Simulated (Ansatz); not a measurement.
Geometry optimisation, Ansatz 0.2.0, UKS PBE/def2-SVP.

Input:

```yaml
crystal:
  periodic: [false, false, false]
  atoms:
    - { symbol: W, position_ang: [0.0, 0.0, 0.0] }
    - { symbol: F, position_ang: [0.0, 0.0, 2.1] }
    - { symbol: H, position_ang: [1.72, 0.0, 0.0] }
    - { symbol: H, position_ang: [0.0, 1.72, 0.0] }
    - { symbol: H, position_ang: [-1.72, 0.0, 0.0] }
    - { symbol: H, position_ang: [0.0, -1.72, 0.0] }
    - { symbol: H, position_ang: [0.0, 0.0, -1.72] }
    - { symbol: F, position_ang: [0.0, 0.0, 3.54] }
magnetization:
  spin_polarized: true
  initial_magnetization: 1
basis:
  gaussian: { orbitals: def2-SVP }
hamiltonian:
  xc: pbe
relax:
  f_tol: 0.15
  max_steps: 25
  restrain:
    - { distance: [1, 7], at: 2.34, k: 30.0 }
    - { distance: [0, 1], at: 1.85, k: 30.0 }
```

Command:

```bash
$ ansatz run input.yaml --threads 2 --pin off --max-ram 3072MiB --backend cpu --events-out ev --progress --plain --runs-dir out
```

Question: Where does it end, and by what steps?

Answer: The run converged. The restraints hold the end off the free minimum; the threshold counts their pulls, which the force column leaves out. Restrained pairs: F2–F8 (1.44 → 2.34 Å), W1–F2 (2.10 → 1.87 Å). After 12 steps the energy has fallen by 7.296 eV (the restraints' own energy left out); F8 moved furthest, 0.90 Å.

```
step  energy less start (eV)  largest force component (eV/Å)  accepted
   0                  0.0000                           7.517       yes
   1                 -2.6116                           3.755       yes
   2                 -2.8952                           3.882       yes
   3                 -3.3527                           3.302       yes
   4                 -4.0803                           2.600       yes
   5                 -5.1092                           2.675       yes
   6                 -5.9510                           1.556       yes
   7                 -6.6659                           1.173       yes
   8                 -7.1075                           0.511       yes
   9                 -7.2207                           1.164       yes
  10                 -7.2410                           0.991       yes
  11                 -7.2702                           0.669       yes
  12                 -7.2965                           0.598       yes
```

```xyz
8
Properties=species:S:1:pos:R:3
W -0.334 -0.422 0.234
F -0.013 -0.169 2.057
H 1.224 0.039 -0.100
H 0.028 1.177 -0.014
H -1.611 0.414 -0.523
H 0.466 -1.589 -0.723
H 0.067 0.143 -1.329
F 0.174 0.408 4.318
```

The run took 2.6 min on 2 threads of Arm Neoverse V2 (shared host), peak memory 0.21 GiB.
